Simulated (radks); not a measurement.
Excited configurations of He I: one electron is placed in a higher orbital outside 1s1. The ground configuration is [He]. Method: non-relativistic Kohn-Sham, LDA (Slater exchange, Perdew-Wang correlation), spin-unpolarised, spherical densities, point nucleus; computed with a radial shooting solver on a logarithmic mesh with Libxc functionals. Excitation = E - E(ground); binding = E(ion) - E, where the ion is the core of charge +1; n* = 1/sqrt(2 binding) in atomic units, and the quantum defect is n - n*.

[
 {"outer orbital": "2s", "excitation (eV)": "21.923", "binding (eV)": "4.564", "n*": "1.727", "quantum defect": "0.273", "eigenvalue (eV)": "-2.531"},
 {"outer orbital": "3d", "excitation (eV)": "24.958", "binding (eV)": "1.530", "n*": "2.982", "quantum defect": "0.018", "eigenvalue (eV)": "-0.726"},
 {"outer orbital": "4p", "excitation (eV)": "25.463", "binding (eV)": "1.024", "n*": "3.645", "quantum defect": "0.355", "eigenvalue (eV)": "-0.631"},
 {"outer orbital": "4d", "excitation (eV)": "25.545", "binding (eV)": "0.942", "n*": "3.800", "quantum defect": "0.200", "eigenvalue (eV)": "-0.550"},
 {"outer orbital": "5s", "excitation (eV)": "25.772", "binding (eV)": "0.716", "n*": "4.360", "quantum defect": "0.640", "eigenvalue (eV)": "-0.471"},
 {"outer orbital": "5p", "excitation (eV)": "25.814", "binding (eV)": "0.673", "n*": "4.495", "quantum defect": "0.505", "eigenvalue (eV)": "-0.437"},
 {"outer orbital": "7d", "excitation (eV)": "26.148", "binding (eV)": "0.340", "n*": "6.327", "quantum defect": "0.673", "eigenvalue (eV)": "-0.232"},
 {"outer orbital": "7f", "excitation (eV)": "26.150", "binding (eV)": "0.338", "n*": "6.346", "quantum defect": "0.654", "eigenvalue (eV)": "-0.225"}
]

The Delta-SCF ionisation energy is 26.487 eV (NIST Atomic Spectra Database: 24.587 eV, measured). Self-interaction in the functional shifts the binding energies and quantum defects, so they are the method's values and not measured ones. Spin polarisation and multiplet splitting are left out, so open shells lie too high by an amount that depends on their filling.

Beside tabulated values, note that spin-unpolarised runs miss the spin-polarisation part of the exchange energy of open shells.
